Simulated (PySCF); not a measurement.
A PySCF script (with the pyscf-properties extension) for the NMR shieldings of `InChI=1S/C7H12O2S/c1-10(8,9)6-5-7-3-2-4-7/h5-7H,2-4H2,1H3/b6-5-`, on a GFN2-xTB geometry:

```python
import basis_set_exchange as bse
import numpy as np
from pyscf import gto, dft
from pyscf.prop import nmr

atoms = """
C     3.745260   -0.296793   -0.220528
S     1.964211   -0.447782   -0.552407
O     1.746373   -0.261697   -1.963426
O     1.502209   -1.679504    0.030360
C     1.265896    0.937698    0.349560
C    -0.040977    1.128499    0.388616
C    -1.011755    0.214359   -0.255767
C    -2.427473    0.746086   -0.542106
C    -3.024307   -0.493952    0.138507
C    -1.635869   -0.842285    0.691473
H     3.892889   -0.372129    0.849120
H     4.088809    0.652922   -0.609738
H     4.241755   -1.114507   -0.728282
H     1.988722    1.565954    0.838537
H    -0.455039    1.957879    0.953188
H    -0.552867   -0.257269   -1.123547
H    -2.672761    0.882976   -1.592310
H    -2.644614    1.668007   -0.004655
H    -3.798224   -0.304114    0.879456
H    -3.389683   -1.230165   -0.573411
H    -1.514961   -0.578728    1.740643
H    -1.278005   -1.856069    0.538886
"""
names = dict.fromkeys(["C", "S", "O", "H"], "pcSseg-1")
basis = {el: gto.basis.parse(bse.get_basis(n, elements=[el], fmt="nwchem")) for el, n in names.items()}
mol = gto.M(atom=atoms, basis=basis, charge=0, verbose=0)
mf = dft.RKS(mol, xc="PBE0")
mf.grids.level = 2
mf.grids.alignment = dft.numint.BLKSIZE   # the property module wants whole blocks of grid points
mf.conv_tol = 1e-9
mf.kernel()

calc = nmr.RKS(mf)   # GIAO
C = mf.mo_coeff
Co = C[:, mf.mo_occ > 0]
resp = mf.gen_response(singlet=True, hermi=2)
def vind(x):   # induced exchange potential for any number of trial vectors
    d = np.einsum("pi,xij,qj->xpq", C, 2 * x.reshape(-1, C.shape[1], Co.shape[1]), Co, optimize=True)
    return np.einsum("xpq,pi,qj->xij", resp(d - d.transpose(0, 2, 1)), C, Co, optimize=True).ravel()
mo1, _ = nmr.rhf.solve_mo1(calc, with_cphf=vind)
sigma = calc.kernel(mo1)
for i, s in enumerate(sigma):   # ppm
    w = np.linalg.eigvalsh((s + s.T) / 2)
    print("%2d %-2s iso %8.1f  s11 %8.1f  s22 %8.1f  s33 %8.1f" % (i, mol.atom_pure_symbol(i), w.mean(), *w))
```

Question: What are the results?

Answer: 
```
 0 C  iso    138.2  s11    112.4  s22    113.8  s33    188.4
 1 S  iso    211.9  s11     56.4  s22    193.9  s33    385.3
 2 O  iso    115.3  s11     61.5  s22     89.2  s33    195.2
 3 O  iso    102.1  s11     42.5  s22     84.3  s33    179.6
 4 C  iso     48.2  s11    -43.9  s22     74.5  s33    114.1
 5 C  iso     28.3  s11    -89.7  s22     32.1  s33    142.3
 6 C  iso    152.5  s11    132.9  s22    158.6  s33    166.0
 7 C  iso    158.3  s11    144.2  s22    151.5  s33    179.2
 8 C  iso    169.2  s11    159.0  s22    167.0  s33    181.5
 9 C  iso    156.1  s11    135.9  s22    149.5  s33    183.0
10 H  iso     29.2  s11     26.2  s22     27.5  s33     33.9
11 H  iso     29.2  s11     26.2  s22     27.2  s33     34.1
12 H  iso     28.9  s11     26.4  s22     26.8  s33     33.4
13 H  iso     25.6  s11     24.1  s22     24.4  s33     28.3
14 H  iso     24.9  s11     22.5  s22     24.1  s33     28.2
15 H  iso     27.2  s11     21.9  s22     25.9  s33     33.9
16 H  iso     29.3  s11     26.1  s22     26.7  s33     35.3
17 H  iso     29.9  s11     27.0  s22     28.2  s33     34.4
18 H  iso     29.9  s11     26.2  s22     26.8  s33     36.7
19 H  iso     29.7  s11     26.6  s22     27.3  s33     35.2
20 H  iso     29.9  s11     26.9  s22     29.4  s33     33.3
21 H  iso     28.9  s11     24.5  s22     28.4  s33     33.8
```

These numbers come from an equivalent density-fitted implementation of the same equations, which agrees with the script to about 0.01 ppm for H and up to a few tenths of a ppm for heavy atoms, so last digits may differ.

Question: Turn these shieldings into chemical shifts. Referencing at the same level of theory: 13C (σ = 186.93 ppm) and 1H (σ = 31.72 ppm) against TMS; 33S (σ = 503.73 ppm) against CS2; 17O (σ = 336.08 ppm) against H2O.

Answer: Averaging equivalent atoms: C 5: 158.7; C 4: 138.7; C 0: 48.7; C 6: 34.4; C 7/9: 29.7; C 8: 17.8; S 1: 292; O 2/3: 227.4; H 14: 6.78; H 13: 6.14; H 15: 4.48; H 10/11/12: 2.63; H 16/21: 2.59; H 19: 2.04; H 17/20: 1.83; H 18: 1.83 ppm. Experimental scales use liquid or dissolved standards, which lie at an offset from isolated H2O (liquid H2O: subtract about 36 ppm).

Size and cost of the density-fitted run: 237 basis functions, 54 s wall time on 1 thread of an Arm Neoverse V2, shared host.
